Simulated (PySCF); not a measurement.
Compound: C6H14O.
SMILES with atom numbers: `[CH3:1][CH2:2][O:3][C:4]([CH3:5])([CH3:6])[CH3:7]` (hydrogens: H8, H9, H10 on C1; H11, H12 on C2; H13, H14, H15 on C5; H16, H17, H18 on C6; H19, H20, H21 on C7)

Structure used (PBE0-D3(BJ)/def2-SVP), in Å, numbered top down from 1:
```
atom  x, y, z in Å
C1     2.9233    0.0790    0.0730
C2     1.5362   -0.4238   -0.2539
O3     0.6161    0.3715    0.4391
C4    -0.7746    0.1468    0.2385
C5    -1.4402    1.1359    1.1860
C6    -1.1732    0.4544   -1.2055
C7    -1.1642   -1.2829    0.6131
H8     3.1066    0.0198    1.1562
H9     3.6889   -0.5184   -0.4449
H10    3.0317    1.1303   -0.2322
H11    1.3690   -0.3763   -1.3482
H12    1.4458   -1.4895    0.0349
H13   -1.1402    2.1623    0.9286
H14   -1.1206    0.9378    2.2194
H15   -2.5363    1.0626    1.1320
H16   -0.7427   -0.2680   -1.9152
H17   -2.2667    0.4158   -1.3204
H18   -0.8296    1.4616   -1.4856
H19   -0.7334   -2.0228   -0.0781
H20   -0.8190   -1.5174    1.6316
H21   -2.2574   -1.4026    0.5825
```

All values: B3LYP/def2-SVPD (PySCF, non-relativistic), on one gas-phase PBE0-D3(BJ)/def2-SVP geometry that isn't relaxed in the solvent. The solvent is an IEF-PCM continuum (van der Waals radii × 1.2), and excitations are vertical TDDFT with non-equilibrium linear response and a frozen core. Only the electrostatic response of the medium enters.

Gas-phase singlets (H = HOMO, L = LUMO):

```csv
state,E (eV),λ (nm),f,leading configurations
S1,6.522,190,0.001,H→L 98%
S2,7.132,174,0.008,H→L+1 98%
S3,7.436,167,0.009,H→L+2 96%
S4,7.479,166,0.010,H→L+3 96%
S5,7.808,159,0.015,H-1→L 99%
```

Task: How does the list change in benzene (ε = 2.271)?

Result: 
```csv
state,E (eV),λ (nm),f,leading configurations,change by rank (eV)
S1,6.582,188,0.002,H→L 98%,+0.060
S2,7.196,172,0.011,H→L+1 97%,+0.064
S3,7.468,166,0.014,H→L+2 96%,+0.032
S4,7.539,164,0.013,H→L+3 98%,+0.060
S5,7.875,157,0.025,H-1→L 98%,+0.067
```

Task: What are the lowest 5 singlets in chloroform (ε = 4.711)?

Result: 
```json
{"state": "S1", "E (eV)": "6.631", "λ (nm)": "187", "f": "0.002", "leading configurations": "H→L 98%", "change by rank (eV)": "+0.109"}
{"state": "S2", "E (eV)": "7.249", "λ (nm)": "171", "f": "0.010", "leading configurations": "H→L+1 97%", "change by rank (eV)": "+0.117"}
{"state": "S3", "E (eV)": "7.496", "λ (nm)": "165", "f": "0.014", "leading configurations": "H→L+2 97%", "change by rank (eV)": "+0.060"}
{"state": "S4", "E (eV)": "7.590", "λ (nm)": "163", "f": "0.013", "leading configurations": "H→L+3 98%", "change by rank (eV)": "+0.111"}
{"state": "S5", "E (eV)": "7.925", "λ (nm)": "156", "f": "0.028", "leading configurations": "H-1→L 98%", "change by rank (eV)": "+0.117"}
```

Task: The ground-state energy changes by -0.082 eV from gas to chloroform. By how much does the total energy of gas-phase S1 change?

Result: E(S1) = E(S0) + excitation energy, so it changes by -0.082 + 0.109 = +0.027 eV: it isn't lowered at all, while the ground state is. This is the vertical state, with the slow part of the continuum still set for S0.

Task: How do the frontier levels move from gas to chloroform?

Result: 
```tsv
orbital	gas (eV)	solvent (eV)	change (eV)	Löwdin shares, gas	Löwdin shares, solvent
LUMO+2	1.27	1.35	+0.08	H19 11 %, O3 10 %, C1 8 %, C5 8 %	O3 13 %, C5 9 %, H19 9 %, H12 7 %
LUMO+1	0.92	1.04	+0.12	C1 20 %, H9 12 %, C2 8 %, C5 7 %	C1 22 %, H9 12 %, C5 7 %, C2 7 %
LUMO	0.37	0.50	+0.13	C6 12 %, C7 11 %, C2 8 %, C5 7 %	C6 11 %, C7 11 %, C2 8 %, C5 8 %
HOMO	-7.02	-7.02	0.00	O3 57 %, C2 11 %, C4 6 %, C6 6 %	O3 55 %, C2 11 %, C4 6 %, C6 6 %
HOMO-1	-8.26	-8.25	+0.01	O3 41 %, C4 12 %, C2 10 %, C5 8 %	O3 38 %, C4 13 %, C2 10 %, C5 9 %
HOMO-2	-9.27	-9.17	+0.10	C4 14 %, C6 13 %, C7 12 %, C2 10 %	C4 14 %, C6 14 %, C7 12 %, C2 9 %
HOMO-3	-9.41	-9.33	+0.08	C5 17 %, C4 16 %, O3 12 %, C1 10 %	C5 16 %, C4 16 %, O3 13 %, C1 10 %
```

The HOMO–LUMO gap goes from 7.39 to 7.52 eV.
